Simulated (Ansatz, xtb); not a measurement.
## Isomers of BFH3NS in order of energy

3 gas-phase structures of BFH3NS, found in a search over its isomers (lower ones may exist). Each was relaxed with GFN2-xTB; where two conformers were screened, the lower at r2SCAN-D4/def2-SVP is listed:

A. `FBNS`, a singlet
B. `[NH3+][B-](F)=S`, a singlet
C. `NB(F)S`, a singlet

Q: Which do you expect lowest at r2SCAN-D4/def2-SVP, and how would the others follow?

A: Calculated order at r2SCAN-D4/def2-SVP: C (0.0), B (24.7), A (42.6) kcal/mol.

Energies above the lowest of each column, in kcal/mol; the last columns are at PBE0-D3(BJ)/def2-SVP geometries:

```
structure  GFN2-xTB  HF/STO-3G  r2SCAN-D4/def2-SVP  PBE0-D3(BJ)/def2-SVP  CCSD(T)/def2-TZVP
        C       0.0        0.0                 0.0                   0.0                0.0
        B      29.2       56.4                24.7                  24.3               23.7
        A      18.8       29.5                42.6                  41.5               38.0
```

Every level run on C puts it lowest or level with the lowest. Flexible structures stand in one conformer each, not always the lowest.

Programs: Ansatz 0.2.0, xtb 6.7.1.
